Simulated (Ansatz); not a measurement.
FH5SSi2, SMILES `F[SiH2][SiH2]S` at its PBE0-D4/def2-TZVP geometry, where that method's forces vanish. The species carries charge 0 and has multiplicity 1.

```xyz
9

F    -1.9608    0.6740    0.6099
Si   -1.1996   -0.0015   -0.6370
Si    0.9616   -0.5416    0.0886
S     1.8137    1.1962    1.0072
H    -1.9935   -1.1843   -1.0622
H    -1.1609    0.9932   -1.7388
H     1.8429   -0.8512   -1.0670
H     0.9490   -1.7131    1.0064
H     0.7477    1.4283    1.7929
```

Problem. What forces (eV/Å) does ωB97M-V/def2-TZVPP give on these atoms in the Gaussian-basis code of Ansatz? (An estimate is asked.)

Solution. The calculation gave: 
```
F1  -0.051  0.058  0.114
Si2  0.062 -0.104 -0.252
Si3 -0.012 -0.159 -0.054
S4  -0.058  0.036  0.060
H5   0.100  0.137  0.045
H6  -0.002 -0.117  0.125
H7  -0.101  0.031  0.126
H8   0.000  0.139 -0.109
H9   0.063 -0.021 -0.055
```
